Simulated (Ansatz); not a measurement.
Relaxed structures of BSnH$_{3}$S, singlet (PBE0-D4/def2-TZVP; forces vanish, vibrations not checked; lower isomers may exist, and structures with a doubtful reference or unclear bonds are left out; Å). Computed with Ansatz 0.2.0 (basis: def2-TZVPP); correlated methods freeze the cores. Filled d shells of the heavier atoms are correlated. Core potentials replace the inner electrons of the atoms past krypton. The def2 sets are not built for correlating such inner shells, so the correlated values are less sure here.

Q: Rank them by CCSD(T) energy, lowest first, and give each one's height above the lowest. Links in brackets join atoms within 1.22 times the sum of their covalent radii (1.1 for two metals). (To be estimated.)
A.
BSnH₃S ([BH2]1[SH][Sn]1)
```
6
angstrom
B 0.6537 0.0859 0.2312
S -0.7346 -0.7377 -0.8888
Sn -0.6760 1.8073 -0.3513
H -1.7278 -0.9418 -0.0031
H 1.6682 0.0237 -0.4127
H 0.6607 -0.2940 1.3678
```
B.
BSnH₃S ([SH][BH][SnH])
```
6
angstrom
B -0.1209 -0.7613 -0.0307
S 1.0733 -1.8503 0.6849
Sn -0.0494 1.5107 0.1625
H -1.0519 -1.2394 -0.6152
H 0.7211 1.5589 -1.4339
H 0.5876 -3.0544 0.3206
```
C.
BSnH₃S ([BH]1[S][SnH2]1)
```
6
angstrom
B -0.8739 -0.9671 -0.3145
S 0.6231 -1.6028 0.2427
Sn 0.2141 0.9225 0.0714
H -1.9271 -1.3498 -0.6993
H 1.4611 1.4880 -0.9497
H 0.5028 1.5093 1.6493
```

A: Computed: A (0.00 kcal/mol), C (0.74 kcal/mol), B (10.71 kcal/mol). Heights count from the lowest.

The T1 diagnostic stays at or below 0.018. The restricted Hartree–Fock reference is unstable towards an unrestricted one at one or more of these structures.

For scale, one of the runs: CCSD(T)/def2-TZVPP, 165 basis functions, launched by `ansatz run in.yaml --threads 2 --pin off --events-out ev --progress --plain --max-ram 4352MiB`. Hardware: 2 CPU threads of an Arm Neoverse V2, shared host. Wall time 43 s; peak host memory 1.4 GiB.
